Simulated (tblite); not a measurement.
Compound: CH10B3NSi.
Bonds: B1–N2, N2–B3, N2–Si4, Si4–B5, B5–C6. Hydrogens: H7, H8 on B1; H9, H10 on B3; H11, H12 on Si4; H13 on B5; H14, H15, H16 on C6.

Computed with GFN2-xTB (tblite), gas phase: L-BFGS steps from a force-field or distance-geometry start until the largest atomic force falls under 0.01 eV/Å.

Step 27: E = -425.3000 eV
```
atom  x, y, z in Å  |  force x, y, z in eV/Å
B1      1.7991    0.0175    1.0763   -0.062   0.037   0.023
N2      1.3725    0.4409   -0.1975    0.033   0.033  -0.092
B3      2.3418    0.2929   -1.2273   -0.005  -0.096  -0.122
Si4    -0.2950    0.9153   -0.5893   -0.233  -0.088  -0.069
B5     -1.6939    0.2340    0.6027   -0.072  -0.115   0.139
C6     -2.3788   -1.1638    0.3862   -0.045  -0.041   0.053
H7      0.9939   -0.3589    1.8397   -0.079   0.083   0.152
H8      2.9421   -0.0216    1.3303   -0.019  -0.045   0.035
H9      3.4713    0.5600   -1.0514   -0.103  -0.071   0.004
H10     1.9645   -0.1817   -2.2328    0.140   0.186  -0.116
H11    -0.5153    0.5819   -2.0171    0.110  -0.042   0.036
H12    -0.2853    2.3924   -0.5974    0.196   0.159  -0.032
H13    -2.1147    0.9232    1.4598    0.046  -0.051  -0.026
H14    -3.1971   -1.3743    1.0717    0.003  -0.033   0.035
H15    -2.7727   -1.2897   -0.6239    0.107   0.072   0.002
H16    -1.6398   -1.9592    0.5036   -0.016   0.011  -0.022
```

Step 28: E = -425.3176 eV
```
atom  x, y, z in Å  |  force x, y, z in eV/Å
B1      1.7934    0.0175    1.0756   -0.048   0.067   0.032
N2      1.3696    0.4397   -0.1984    0.026  -0.015  -0.138
B3      2.3375    0.2836   -1.2271    0.061   0.008  -0.183
Si4    -0.2959    0.9220   -0.5862   -0.266  -0.120  -0.150
B5     -1.6972    0.2321    0.6051   -0.100  -0.120   0.205
C6     -2.3845   -1.1712    0.3916    0.028   0.021   0.027
H7      0.9854   -0.3375    1.8436   -0.102   0.057   0.180
H8      2.9353   -0.0274    1.3274    0.012  -0.059   0.051
H9      3.4670    0.5507   -1.0481   -0.094  -0.097   0.026
H10     1.9740   -0.1585   -2.2533    0.081   0.154  -0.043
H11    -0.5036    0.5743   -2.0159    0.089  -0.013   0.084
H12    -0.2670    2.4011   -0.6061    0.164   0.102  -0.014
H13    -2.1089    0.9257    1.4673    0.043  -0.108  -0.073
H14    -3.2024   -1.3953    1.0781    0.057   0.051  -0.077
H15    -2.7661   -1.2807   -0.6285    0.084   0.022   0.133
H16    -1.6439   -1.9673    0.5085   -0.033   0.050  -0.058
```

Step 29: E = -425.3393 eV
```
atom  x, y, z in Å  |  force x, y, z in eV/Å
B1      1.7839    0.0209    1.0772   -0.061   0.086   0.065
N2      1.3708    0.4409   -0.2014   -0.022  -0.098  -0.154
B3      2.3371    0.2758   -1.2299    0.073   0.122  -0.241
Si4    -0.2985    0.9250   -0.5840   -0.230  -0.109  -0.188
B5     -1.6988    0.2250    0.6090   -0.085  -0.095   0.214
C6     -2.3911   -1.1804    0.3953    0.111   0.075   0.019
H7      0.9653   -0.2783    1.8621   -0.040   0.052   0.121
H8      2.9267   -0.0604    1.3179   -0.015  -0.067   0.080
H9      3.4685    0.5198   -1.0342   -0.064  -0.123   0.029
H10     1.9838   -0.1029   -2.2866    0.035   0.120   0.057
H11    -0.5048    0.5592   -2.0092    0.077   0.007   0.075
H12    -0.2485    2.4075   -0.6185    0.122   0.016   0.003
H13    -2.0915    0.9280    1.4732   -0.004  -0.157  -0.062
H14    -3.2058   -1.4203    1.0849    0.094   0.130  -0.184
H15    -2.7596   -1.2783   -0.6334    0.048  -0.015   0.248
H16    -1.6450   -1.9726    0.5111   -0.039   0.057  -0.081
```

Q: Estimate the geometry and energy of step 30. (The exact step hangs on the optimiser's Hessian estimate; all steps are aligned on step 29, rigid shifts and turns removed.)

A: E = -425.3585 eV, largest force 0.317 eV/Å
```
atom  x, y, z in Å  |  force x, y, z in eV/Å
B1      1.7708    0.0275    1.0815   -0.045   0.090   0.094
N2      1.3753    0.4409   -0.2073   -0.118  -0.193  -0.119
B3      2.3400    0.2728   -1.2375    0.053   0.211  -0.230
Si4    -0.3028    0.9216   -0.5840   -0.118  -0.051  -0.149
B5     -1.6968    0.2139    0.6145   -0.031  -0.028   0.138
C6     -2.3956   -1.1874    0.3966    0.174   0.089   0.033
H7      0.9417   -0.1958    1.8916    0.094   0.059  -0.030
H8      2.9155   -0.1117    1.3055   -0.126  -0.054   0.117
H9      3.4738    0.4749   -1.0132   -0.042  -0.145  -0.005
H10     1.9932   -0.0285   -2.3230    0.013   0.091   0.146
H11    -0.5206    0.5411   -1.9983    0.079   0.003  -0.013
H12    -0.2332    2.4076   -0.6292    0.076  -0.066   0.012
H13    -2.0671    0.9283    1.4747   -0.082  -0.169   0.026
H14    -3.2054   -1.4396    1.0882    0.088   0.166  -0.222
H15    -2.7546   -1.2851   -0.6354    0.002  -0.012   0.268
H16    -1.6419   -1.9718    0.5089   -0.017   0.007  -0.066
```

The energy changes by -0.0192 eV. The first-order estimate −F·Δx gives -0.0289 eV and the mean of the old and new forces, exact on a quadratic surface, -0.0189 eV. The step makes an angle of 75° with the force vector and moves no atom by more than 0.091 Å.

What follows is the cost of the whole relaxation. On one thread of an Arm Neoverse V2, on a shared host, this took 0.91 s wall.
